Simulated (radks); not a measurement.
The nuclear charge of the iodine ion I2+ is varied continuously with 51 electrons held in [Kr] 4d10 5s2 5p3. Method: Dirac Kohn-Sham, PBE, spin-unpolarised, spherical densities, finite nucleus; open shells are shared between the two j in proportion to 2j + 1; Fermi nuclear charge, rms radius 4.75 fm; computed with a radial shooting solver on a logarithmic mesh with Libxc functionals. By the Hellmann-Feynman theorem dE/dZ = E(electron-nucleus)/Z, the electronic potential at the nucleus (averaged over a nucleus of fixed radius).

Z     E (hartree)  E(electron-nucleus)/Z (hartree)   HOMO  e(HOMO) (eV)  <r> HOMO (bohr)
52.6  -6988.06412                         -322.264  5p3/2       -19.594            2.333
52.8  -7052.68704                         -323.965  5p3/2       -21.801            2.282
53    -7117.65023                         -325.667  5p3/2       -24.075            2.234
53.2  -7182.95391                         -327.370  5p3/2       -26.415            2.189
53.4  -7248.59836                         -329.075  5p3/2       -28.818            2.146
53.6  -7314.58382                         -330.780  5p3/2       -31.284            2.106
53.8  -7380.91058                         -332.488  5p3/2       -33.812            2.068
54    -7447.57893                         -334.196  5p3/2       -36.400            2.032

The central difference of E at Z = 53 is -325.667 hartree, to compare with the third column; the second derivative is -8.51 hartree.
